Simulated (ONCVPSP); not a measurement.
## tungsten (W): variants of one ONCV potential

Base potential:

- Element: W
- Generator: ONCVPSP 4.0.1
- Type: optimised norm-conserving Vanderbilt (ONCV)
- Functional: PBE
- Relativity: fully relativistic
- Frozen core: [Kr] 4d10 4f14
- Valence charge: 14
- Reference configuration: 5s2 5p6 5d4 6s2
- Partial waves: 5s+6s: rc 1.50 bohr, ncon 4, nbas 7, qcut 7.8 1/bohr, 2 projectors; 5p: rc 1.20 bohr, ncon 4, nbas 7, qcut 6.1 1/bohr, 2 projectors, debl 3 Ha; 5d: rc 1.90 bohr, ncon 4, nbas 8, qcut 4.6 1/bohr, 1 projector
- Local potential: polynomial inside 0.95 bohr (lpopt 1, dvloc0 1 Ha)
- Core correction: polynomial model core, fcfact 0.2

Open shells are filled in proportion to 2j + 1.

Cutoffs, loose and tight: the cutoffs (Ha) at which the residual kinetic energy of the hardest occupied pseudo-wave falls to 1 and 0.1 mHa per electron. They do not see the model core or the augmentation charge, which bear on the density cutoff. Test errors are all-electron minus pseudo excitation energies from the reference, over the configurations 5s2 5p6 5d4 6s1; 5s2 5p6 5d4 6s0; 5s2 5p6 5d3 6s0; 5s2 5p6 5d4 6s1 6p1. A dash means not determined; rows that change the core or the reference have their own tests.

```csv
change,outcome,"cutoff, loose","cutoff, tight",bound ghosts,GHOST(+) flags above zero,largest test error (meV)
base,generated,91 Ha,107 Ha,none,s,-15
"core correction polynomial model core, fcfact 0.4",generated,91 Ha,107 Ha,none,s,-16
s: qcut 7.9,generated,91 Ha,107 Ha,none,s,-15
```

Problem. What comes out with this change to the base: scalar-relativistic?

Solution. outcome: generated; cutoff, loose: 87 Ha; cutoff, tight: 104 Ha; bound ghosts: none; GHOST(+) flags above zero: s, p; largest test error (meV): -28.
